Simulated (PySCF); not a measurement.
**Computed properties of 1-silylprop-2-en-1-one (C3H6OSi), SMILES C(=C)C([SiH3])=O**

1-silylprop-2-en-1-one (C3H6OSi), SMILES C=CC(=O)[SiH3]. The structure is a stationary point at ωB97X-D3(BJ)/def2-SVP. Other conformers were not sampled. All values are computed for the isolated molecule unless a solvent is named; none is compared with measurement here.

**Structure.** The optimised structure has Cs symmetry. All 27 harmonic modes at ωB97X-D3(BJ)/def2-SVP (PySCF) are real, so it is a minimum. With heavy atoms numbered as in [CH2:1]=[CH:2][C:3](=[O:4])[SiH3:5], the shortest bond between them is C3–O4 at 1.218 Å and the longest C3–Si5 at 1.933 Å.

**Vibrations.** The strongest infrared lines (harmonic, unscaled, degenerate partners summed) lie at 921 cm⁻¹ (308 km/mol, H 89 %), 2280 cm⁻¹ (103 km/mol, H 96 %), 2251 cm⁻¹ (99 km/mol, H 97 %). The softest mode is at 52 cm⁻¹ and the zero-point energy is 48.6 kcal/mol.

**Electronic structure.** B3LYP/def2-TZVP (PySCF) places the frontier levels at -6.82 and -2.54 eV, a gap of 4.28 eV, and gives a dipole moment of 2.45 D and a mean polarisability of 67.8 bohr³. PBE/def2-TZVP (PySCF) at the same geometry gives -5.60 and -3.32 eV, so its gap is 2.00 eV narrower. An orbital gap is neither the optical nor the fundamental gap.

**Excitations.** TDA-PBE0/def2-SVPD (PySCF) has S1 at 2.85 eV (435 nm, f = 0.001, dark); the most intense of the 10 singlets computed lies at 5.81 eV (f = 0.33). T1 (TDA) is at 2.26 eV, 0.59 eV under S1. TDA-PBE/def2-SVPD (PySCF) puts S1 at 2.49 eV.

**NMR.** GIAO shifts at HF/pcSseg-1 (PySCF) (non-relativistic, atoms alike by connectivity averaged): ¹³C from 140.1 to 232.1 ppm against TMS; ¹H from 4.1 to 7.2 ppm against TMS; ²⁹Si at -74.2 ppm against TMS.
